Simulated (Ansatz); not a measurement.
Consider the ligand exchange at the Si–S bond: `C=C[SiH2][SiH2]S` + H–F → `C=C[SiH2][SiH2]F` + H₂S.

Program: Ansatz. Geometries: PBE0-D4/def2-TZVP. ΔE: electronic, gas phase. CCSD(T)/CBS adds triple-zeta CCSD(T) − MP2 to the extrapolated MP2 energy (def2 sets, frozen cores). This one scheme is used for every species. Functionals use def2-TZVPP. B3LYP here is the variant with VWN-RPA as its local correlation; programs differ in this. One conformer a species, not always the lowest.

```csv
level,ΔE (kJ/mol),difference from CCSD(T)/CBS
r2SCAN-D4,-60.3,-2.6
PBE0-D4,-48.8,8.9
B3LYP-D4,-64.4,-6.7
ωB97M-V,-63.3,-5.6
PBE,-55.8,1.9
r2SCAN,-62.5,-4.8
PBE0,-56.1,1.6
B3LYP,-77.4,-19.7
HF/def2-TZVPP,-91.2,-33.5
MP2/def2-TZVPP,-54.5,3.2
SCS-MP2/def2-TZVPP,-65.6,-7.9
CCSD/def2-TZVPP,-66.9,-9.2
HF/def2-QZVPP,-93.8,-36.1
SCS-MP2/def2-QZVPP,-64.2,-6.5
HF/CBS(def2),-94.1,-36.4
MP2/CBS(def2),-50.9,6.8
CCSD(T)/CBS,-57.7,0
```

Largest T1 diagnostic among the species: 0.012.

The D4 term adds +13.0 kJ/mol with B3LYP and +7.3 kJ/mol with PBE0; it sums over pairs of atoms, weighted by their polarisabilities, and B3LYP, whose exchange is more repulsive, gets the larger term. In def2-TZVPP, CCSD(T) changes the Hartree–Fock value by +29.9 kJ/mol (the triples alone add +5.6 kJ/mol) and MP2 by +36.7 kJ/mol.
